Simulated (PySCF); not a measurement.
ZrCl2, SMILES [Cl][Zr][Cl] (connectivity only; charge and spin as stated), neutral, multiplicity 3.

Geometry: B3LYP-D3(BJ)/def2-TZVP. The multiplicity is an assumed one; other spin states were not compared. The def2 effective core potentials stand for the cores of Zr; spin–orbit coupling is left out.

Method: TDA-CAM-B3LYP/def2-SVPD run with PySCF 2.14.0.

Vertical excitations. 

Computed lowest excited states:
| state | energy (eV) | λ (nm) | f | main pairs |
|---|---|---|---|---|
| root 1 | 0.22 | 5514 | 0.000 | α HOMO−1→LUMO 97 % |
| root 2 | 0.85 | 1460 | 0.002 | α HOMO→LUMO 98 % |
| root 3 | 1.24 | 999 | 0.000 | α HOMO−1→LUMO+1 85 %, α HOMO→LUMO+2 13 % |
| root 4 | 1.28 | 971 | 0.000 | α HOMO→LUMO+1 82 %, α HOMO−1→LUMO+2 17 % |
| root 5 | 1.46 | 850 | 0.000 | α HOMO−1→LUMO+2 81 %, α HOMO→LUMO+1 17 % |
| root 6 | 1.52 | 817 | 0.002 | α HOMO→LUMO+2 85 %, α HOMO−1→LUMO+1 13 % |
| root 7 | 3.46 | 358 | 0.003 | α HOMO−1→LUMO+3 85 % |
| root 8 | 3.62 | 342 | 0.058 | α HOMO→LUMO+3 66 %, α HOMO−1→LUMO+4 27 % |
| root 9 | 3.97 | 312 | 0.165 | α HOMO−1→LUMO+4 67 %, α HOMO→LUMO+3 26 % |
| root 10 | 4.03 | 308 | 0.264 | α HOMO→LUMO+4 91 % |
Unrestricted roots are not spin-pure.
